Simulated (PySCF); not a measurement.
Isomers of C3H7F3OSi. Computed with PBE0-D3(BJ)/def2-SVP geometry optimisation, gas phase in PySCF. One conformer each; no zero-point energy, no entropy. No frequencies were run at this level. Point groups hold within 0.08 Å.

Task: Rank from lowest to highest electronic energy at this level (kcal/mol).
A. `[CH3:1][O:2][SiH2:3][CH2:4][C:5]([F:6])([F:7])[F:8]` with C1–O2–Si3–C4 178°, O2–Si3–C4–C5 -179°
B. `[CH3:1][C@@H:2]([O:3][SiH3:4])[C:5]([F:6])([F:7])[F:8]` with C1–C2–O3–Si4 -157°
C. `[CH3:1][CH2:2][O:3][SiH2:4][C:5]([F:6])([F:7])[F:8]` with C1–C2–O3–Si4 179°, C2–O3–Si4–C5 65°
D. `[F:1][C:2]([F:3])([F:4])[CH2:5][CH2:6][O:7][SiH3:8]` with C2–C5–C6–O7 179°, C5–C6–O7–Si8 -178°
E. `[CH3:1][SiH2:2][O:3][CH2:4][C:5]([F:6])([F:7])[F:8]` with C1–Si2–O3–C4 -179°, Si2–O3–C4–C5 -179°

Result: E (0.0), A (1.9), B (5.3), D (7.5), C (12.1).

Neighbours under 2.5 kcal/mol apart (C[SiH2]OCC(F)(F)F and CO[SiH2]CC(F)(F)F; C[C@@H](O[SiH3])C(F)(F)F and FC(F)(F)CCO[SiH3]) can change places with a better method, another conformer or zero-point energy.

```
                  SMILES      E (Eh)  E rel (kcal/mol)  dipole (D)  point group       A, B, C (MHz)
       C[SiH2]OCC(F)(F)F  -781.74695               0.0        2.58            –  3980, 735.1, 707.6
       CO[SiH2]CC(F)(F)F  -781.74385               1.9        2.63            –  4472, 711.1, 699.0
C[C@@H](O[SiH3])C(F)(F)F  -781.73847               5.3        1.71           C1    2552, 1249, 1016
       FC(F)(F)CCO[SiH3]  -781.73507               7.5        1.63      near Cs  4686, 615.7, 610.3
       CCO[SiH2]C(F)(F)F  -781.72765              12.1        2.05           C1  3126, 912.5, 838.1
```

Task: How do the relative energies change in single points at PBE0/pcSseg-1 (no added dispersion term) on the same geometries?

Result: 
| SMILES | PBE0-D3(BJ)/def2-SVP (kcal/mol) | PBE0/pcSseg-1 (kcal/mol) | shift |
| --- | --- | --- | --- |
| C[SiH2]OCC(F)(F)F | 0.0 | 0.0 | 0.0 |
| CO[SiH2]CC(F)(F)F | 1.9 | 1.9 | 0.0 |
| C[C@@H](O[SiH3])C(F)(F)F | 5.3 | 7.1 | +1.8 |
| FC(F)(F)CCO[SiH3] | 7.5 | 8.1 | +0.6 |
| CCO[SiH2]C(F)(F)F | 12.1 | 10.6 | -1.5 |

Each column counts from its own lowest isomer. The order is unchanged; the largest shift is 1.8 kcal/mol.
